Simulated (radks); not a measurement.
Values are calculated unless marked as measured or tabulated.
Coulomb parameter of the 5d shell of the lutetium ion Lu+ in the model configuration [Xe] 4f14 5d1 6s1, as a second difference U = [E(n + 0.25) + E(n - 0.25) - 2 E(n)] / (0.25)^2 with all orbitals relaxed. "Bare": the charge of the atom changes with n. "Screened": the 6s shell takes up the change at fixed total charge, which measures U(5d,5d) + U(6s,6s) - 2 U(5d,6s). Code: a radial shooting solver on a logarithmic mesh with Libxc functionals. Model: Dirac Kohn-Sham, PBE, spin-unpolarised, spherical densities, point nucleus; open shells are shared between the two j in proportion to 2j + 1.

| case | configuration | E - E(n) (eV) |
|---|---|---|
| start | [Xe] 4f14 5d1 6s1 | 0.000 |
| bare +0.25 | [Xe] 4f14 5d1.25 6s1 | -1.728 |
| bare -0.25 | [Xe] 4f14 5d0.75 6s1 | 2.220 |
| screened +0.25 | [Xe] 4f14 5d1.25 6s0.75 | 0.597 |
| screened -0.25 | [Xe] 4f14 5d0.75 6s1.25 | -0.571 |

U(bare) = 7.879 eV, U(screened by 6s) = 0.413 eV.
